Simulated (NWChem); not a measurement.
Correlation energy of FS

```xyz
2

S      0.0000     0.0000     0.5862
F      0.0000     0.0000    -1.0421
```
Charge 0, spin multiplicity 2.

Program: NWChem. The geometry was optimised at UB3LYP/def2-SVP, a minimum by its harmonic frequencies.

Basis set: cc-pVDZ. Each correlation energy counts from its own Hartree-Fock reference.

The correlated methods keep 6 core orbitals frozen. The structure started from a generated list of species. The unpaired electrons of the parent sit in orbitals of symmetry b2 (C2v labels of the run); other states weren't searched. No SCF solution was tested for a lower state. Open-shell Hartree-Fock references start from PBE0 orbitals. Coupled-cluster values serve here as a point of comparison, not as the truth.

Order these methods by the correlation energy they give, lowest first: SCS-UMP2, UMP2, CCSD on UHF, CCSD(T) on UHF, CCSD(T) on ROHF, CCSD[T] on ROHF.

CCSD[T] on ROHF (-324.1 mHa), CCSD(T) on ROHF (-323.0 mHa), CCSD(T) on UHF (-318.2 mHa), CCSD on UHF (-311.7 mHa), UMP2 (-293.3 mHa), SCS-UMP2 (-285.3 mHa)
